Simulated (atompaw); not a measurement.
Which setting gave this result? (Re (Z = 75), PAW (atompaw))

Base potential:

| Property | Result |
| --- | --- |
| Element | rhenium (Re) |
| Generator | atompaw 4.2.0.5 |
| Type | PAW |
| Functional | PBE |
| Relativity | scalar-relativistic |
| Frozen core | [Kr] 4d10 4f14 |
| Valence charge | 15 |
| Reference configuration | 5s2 5p6 5d5 6s2 6p0 |
| Partial waves | 5s (bound): rc 1.60 bohr; 6s (bound): rc 2.05 bohr; 5p (bound): rc 1.50 bohr; 6p (bound, empty): rc 1.75 bohr; 5d (bound): rc 2.05 bohr; 5d channel at 0.2 Ry: rc 1.75 bohr |
| Local potential | bessel scheme, radius 2.05 bohr |
| Core correction | smooth core density matched at 1.75 bohr |
| Augmentation charge | sinc compensation charge, radius 1.50 bohr; PAW radius 2.05 bohr; waves and projectors: custom rrkj gramschmidtortho |

Cutoffs, loose and tight: the cutoffs (Ry, on a coarse ladder) from which the occupation-weighted sum of valence levels, in a spherical-Bessel basis at the reference potential, stays within 10 and 1 mRy of its value at 400 Ry. They see the waves, projectors and local potential, not the compensation charge or the core.

Only the scale of all radii (base = 1) is moved (2 further runs of the sweep failed or gave no value and are left out):

```json
{"scale of all radii (base = 1)": "0.9", "cutoff, loose": "45 Ry", "cutoff, tight": "80 Ry", "bound ghosts": "none"}
{"scale of all radii (base = 1)": "0.97", "cutoff, loose": "40 Ry", "cutoff, tight": "70 Ry", "bound ghosts": "none"}
{"scale of all radii (base = 1)": "1.06", "cutoff, loose": "35 Ry", "cutoff, tight": "55 Ry", "bound ghosts": "none"}
{"scale of all radii (base = 1)": "1.2", "cutoff, loose": "25 Ry", "cutoff, tight": "45 Ry", "bound ghosts": "none"}
{"scale of all radii (base = 1)": "1.3", "cutoff, loose": "25 Ry", "cutoff, tight": "40 Ry", "bound ghosts": "none"}
```

Task: One more run gave cutoff, loose: 30 Ry; cutoff, tight: 50 Ry; bound ghosts: none. Which value of the scale of all radii (base = 1) was used?

Result: 1.14. The tight cutoff moves one way along this sweep, from 80 Ry at 0.9 to 40 Ry at 1.3, which places the run between 1.06 and 1.2.
